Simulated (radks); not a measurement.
Spherical quantum dot in the effective-mass picture: electrons in a hard-walled sphere of radius 4, all in effective atomic units (hartree* = m*/eps^2 hartree, bohr* = eps/m* bohr), one dielectric constant everywhere. Method: non-relativistic Kohn-Sham, r2SCAN, spin-polarised, spherical densities, generalised Kohn-Sham scheme; computed with a radial shooting solver with Libxc functionals. Levels are named by radial order and angular momentum (1s, 1p, 1d, 2s, ...), and open shells are averaged over m. Results are scaled to m* = 0.029 and eps = 8.5, for which hartree* = 10.92 meV and bohr* = 15.51 nm.

N = 4, configuration 1s2 1p(up 2, down 0). This is the lowest configuration that the search found. Occupied and some empty levels:

level,occupation,eigenvalue (meV),<r> (nm)
1s up,1,16.241,35.45
1s down,1,17.159,34.27
1p up,2,19.031,38.91
1p down,0,20.141,38.70
1d up,0,23.213,41.41
1d down,0,24.309,41.38
2s down,0,27.574,29.51
2s up,0,27.729,29.47
1f up,0,28.561,43.30
1f down,0,29.585,43.30

Energy (meV): total 42.4737, kinetic 21.515, external 0, Hartree 32.996, exchange-correlation -12.037.

Electron density:

r (nm),n(r) (e/nm^3)
1.53,6.195e-06
6.18,6.463e-06
10.8,7.036e-06
15.5,7.815e-06
20.1,8.674e-06
24.8,9.347e-06
29.4,9.570e-06
34.1,9.111e-06
38.7,7.849e-06
43.4,5.898e-06
48.0,3.666e-06
52.7,1.691e-06
57.3,4.105e-07
62.0,3.822e-10
